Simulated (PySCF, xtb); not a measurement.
W(NH)(F)2(Cl)2 (Cl2F2HNW), SMILES [NH]=[W]([F])([F])([Cl])[Cl], multiplicity 1.

Harmonic wavenumbers (cm⁻¹) from GFN2-xTB in xtb 6.7.1 at its own minimum, in rising order: 64, 79, 167, 173, 176, 236, 280, 293, 311, 384, 454, 690, 703, 934, 3405.

Task: What does PBE-D3(BJ)/def2-SVP (PySCF 2.14.0) give at its own minimum? (An estimate is asked for; the answer gives what the named calculation found.)

Result: 63, 86, 156, 170, 198, 240, 321, 388, 400, 614, 677, 739, 773, 970, 3518. Paired by order, the mean absolute difference is 66 cm⁻¹ and the zero-point energies are 11.9 and 13.3 kcal/mol.
